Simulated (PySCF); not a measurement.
Below is a simulated gas-phase Si 1s photoelectron spectrum of `CN(C)[SiH2]O[SiH2][SiH3]`.

Every computed line was given a Gaussian of 0.8 eV full width at half maximum and an area set by the number of equivalent atoms; the highest printed point is 100. Level of theory: delta-SCF UKS SCAN, pcX-2 on the ionised atom, pcseg-1 elsewhere, spin-free X2C (PySCF).

binding energy (eV), intensity and a bar:
```
   1844.8          0 
   1844.9          0 
   1845.0          1 
   1845.1          2 #
   1845.2          4 #
   1845.3          7 ##
   1845.4         13 ####
   1845.5         21 ######
   1845.6         31 #########
   1845.7         42 #############
   1845.8         52 ################
   1845.9         60 ##################
   1846.0         64 ###################
   1846.1         64 ###################
   1846.2         62 ###################
   1846.3         59 ##################
   1846.4         59 ##################
   1846.5         62 ###################
   1846.6         69 #####################
   1846.7         78 ########################
   1846.8         88 ##########################
   1846.9         96 #############################
   1847.0        100 ##############################
   1847.1        100 ##############################
   1847.2         95 ############################
   1847.3         85 #########################
   1847.4         72 ######################
   1847.5         57 #################
   1847.6         43 #############
   1847.7         29 #########
   1847.8         19 ######
   1847.9         11 ###
   1848.0          6 ##
   1848.1          3 #
   1848.2          1 
   1848.3          1 
   1848.4          0
```

Q: How many maxima does the curve show, and how many computed lines lie under it?

A: The curve has 2 maxima (at 1846.1 and 1847.0 eV). Under it lie 3 lines from 3 inequivalent silicon sites. At this width some lines have no maximum of their own.

Q: Decompose the envelope and assign each component. Numbering: `[CH3:1][N:2]([CH3:3])[SiH2:4][O:5][SiH2:6][SiH3:7]`.

A: 
```
position (eV)  relative area   line  atoms           environment
      1846.00              1  Si 1s    Si7          SiH3 silicon
      1846.84              1  Si 1s    Si6  oxygen-bound silicon
      1847.27              1  Si 1s    Si4  oxygen-bound silicon
```

Q: What are the centre and the root-mean-square width of the whole band?

A: The area-weighted mean of the lines is 1846.70 eV. Their own spread about it is 0.53 eV (rms) and each Gaussian has σ = 0.8/2.355 = 0.34 eV; the variances add, which gives 0.63 eV.

The listed Si 1s values span 1.27 eV, from Si7 (bonded to 3 H and Si) to Si4 (bonded to O, N and 2 H). Summing the Pauling electronegativity differences to the bonded atoms, each weighted by its formal bond order, gives +0.90 for the lowest site and +3.28 for the highest; no listed site has a larger sum than the highest.

Shake-up satellites, vibrational structure and lifetime widths aren't simulated. One conformer (not necessarily the lowest) at the PBE0-D3(BJ)/def2-SVP geometry, without solvent, vibrations or thermal averaging.

Shape of the structure used: `[CH3:1][N:2]([CH3:3])[SiH2:4][O:5][SiH2:6][SiH3:7]`: C1–N2–Si4–O5 133°, N2–Si4–O5–Si6 -42°, Si4–O5–Si6–Si7 9°.
